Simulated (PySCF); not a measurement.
## Ionising PbSe

RHF-CCSD(T); basis Pb def2-SVP with ECP60, Se def2-SVP; scalar-relativistic core potentials; PySCF 2.14. Neutral (RHF): singlet (closed shell), Re = 2.458 Å, ωe = 274 cm⁻¹, De = 3.82 eV.

PbSe⁺ (UHF): doublet (π ↑), Re = 2.626 Å, ωe = 222 cm⁻¹. The energies at the minima are -2591.77074 hartree for PbSe and -2591.46582 for PbSe⁺.

Problem. Work out the adiabatic ionisation energy, without and with harmonic zero-point energies (1 hartree = 27.2114 eV, 1 eV = 8065.5 cm⁻¹), and the change of the bond length.

Solution. At CCSD(T): 0.30492 hartree = 8.297 eV between the minima; the zero-point term (222.0 − 274.0)/2 cm⁻¹ = -0.003 eV makes it 8.294 eV. Re changes by +16.8 pm against the neutral. The electron leaves a π orbital, and the longer bond of the ion fits a bonding orbital, or a change in how ionic the bond is.

Correlated steps freeze 13 core orbitals. Correlated levels converge slowly with the basis: in double zeta they bind strong bonds too weakly, by up to about 1 eV, and carry superposition errors of some tenths. These are scalar-relativistic numbers at best; spin–orbit coupling would shift them, the dissociation energy most. Where the molecule has an RHF reference, its open-shell atoms are computed with UHF. The CCSD T1 diagnostic is raised in PbSe, a sign that a single reference may not be enough there. States were picked by a PBE0 search and need not be the measured ground states.

Neutral and ion stand on different kinds of reference determinant, which adds to the error of the difference.
